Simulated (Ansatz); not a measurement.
Cost and result for the atomization energy of `[CH2]1[SiH2][O][GeH2]1` (10 atoms, 10 bonds).

```tsv
atom	x (Å)	y (Å)	z (Å)
C1	-0.308	-0.378	-0.927
Si2	-1.051	0.626	0.495
O3	0.347	0.607	1.393
Ge4	1.315	-0.360	0.189
H5	-0.728	-1.370	-1.092
H6	-0.202	0.138	-1.881
H7	-1.468	2.004	0.119
H8	-2.184	-0.042	1.189
H9	1.763	-1.688	0.821
H10	2.515	0.464	-0.305
```

The species carries charge 0 and has multiplicity 1. Correlated methods include outer-core shells of Ge, which these sets cover unevenly. Scalar relativity is left out up to krypton. Geometry: relaxed with PBE0-D4/def2-TZVP. Program: Ansatz. All runs use 4 threads of an Arm Neoverse V2 on a shared host. Times are those of one run each, without the atoms' runs, and a repeat can differ threefold. Electronic energies, without spin–orbit coupling; frozen cores. CCSD(T)/CBS adds CCSD(T) − MP2 in def2-TZVPP to the MP2 limit, and its time is that of the two runs behind it. T1 = 0.012. With those shells the extrapolation isn't a true limit. B3LYP takes the VWN-RPA correlation (the form of Gaussian; ORCA's B3LYP/G).

CCSD(T)/CBS is a level of theory with its own doubt, some kJ/mol a heavy atom from the limit and from the frozen cores, so smaller differences don't rank the functionals.

```json
{"level": "revPBE-D4/def2-TZVPP", "functions": "236", "wall time": "2.2 s", "atomization (kJ/mol)": "3370.6", "difference from CCSD(T)/CBS": "-85.9", "per bond": "-8.6"}
{"level": "PBE0-D4/def2-TZVPP", "functions": "236", "wall time": "3.5 s", "atomization (kJ/mol)": "3409.1", "difference from CCSD(T)/CBS": "-47.4", "per bond": "-4.7"}
{"level": "BHLYP-D4/def2-TZVPP", "functions": "236", "wall time": "3.6 s", "atomization (kJ/mol)": "3345.1", "difference from CCSD(T)/CBS": "-111.4", "per bond": "-11.1"}
{"level": "B3LYP-D4/def2-TZVPP (with forces)", "functions": "236", "wall time": "5 s", "atomization (kJ/mol)": "3413.8", "difference from CCSD(T)/CBS": "-42.7", "per bond": "-4.3"}
{"level": "r2SCANh-D4/def2-TZVPP", "functions": "236", "wall time": "6 s", "atomization (kJ/mol)": "3427.4", "difference from CCSD(T)/CBS": "-29.1", "per bond": "-2.9"}
{"level": "PBE-QIDH/def2-TZVPP", "functions": "236", "wall time": "6 s", "atomization (kJ/mol)": "3416.4", "difference from CCSD(T)/CBS": "-40.1", "per bond": "-4.0"}
{"level": "r2SCAN-D4/def2-TZVPP (with forces)", "functions": "236", "wall time": "6 s", "atomization (kJ/mol)": "3446.5", "difference from CCSD(T)/CBS": "-10.0", "per bond": "-1.0"}
{"level": "CCSD(T)/def2-SVP", "functions": "108", "wall time": "6 s", "atomization (kJ/mol)": "3205.9", "difference from CCSD(T)/CBS": "-250.6", "per bond": "-25.1"}
{"level": "ωB97X-V/def2-TZVPP", "functions": "236", "wall time": "8.5 s", "atomization (kJ/mol)": "3462.8", "difference from CCSD(T)/CBS": "6.3", "per bond": "0.6"}
{"level": "B97M-V/def2-TZVPP", "functions": "236", "wall time": "11 s", "atomization (kJ/mol)": "3464.0", "difference from CCSD(T)/CBS": "7.5", "per bond": "0.8"}
{"level": "MP2/def2-QZVPP", "functions": "453", "wall time": "25 s", "atomization (kJ/mol)": "3459.6", "difference from CCSD(T)/CBS": "3.1", "per bond": "0.3"}
{"level": "CCSD(T)/def2-TZVPP", "functions": "236", "wall time": "2.5 min", "atomization (kJ/mol)": "3374.0", "difference from CCSD(T)/CBS": "-82.5", "per bond": "-8.2"}
{"level": "CCSD(T)/CBS(def2)", "functions": "–", "wall time": "2.9 min", "atomization (kJ/mol)": "3456.5", "difference from CCSD(T)/CBS": "0.0", "per bond": "0.0"}
```

From BLYP to BHLYP (50 % exact exchange), in def2-TZVPP and without D4, the atomization energy moves by −26.5 kJ/mol: exact exchange takes away binding that semilocal exchange gives to molecules. The D4 term adds +36.2 kJ/mol with B3LYP and +18.7 kJ/mol with PBE0; it sums over pairs of atoms, weighted by their polarisabilities, and B3LYP, whose exchange is more repulsive, gets the larger term. In def2-TZVPP, CCSD(T) changes the Hartree–Fock value by +857.6 kJ/mol (the triples alone add +47.6 kJ/mol) and MP2 by +894.1 kJ/mol; breaking electron pairs costs correlation energy, which Hartree–Fock lacks.

For some Ge, Se and Sn compounds the MP2-based and the directly extrapolated limit differ by 10 to 25 kJ/mol.
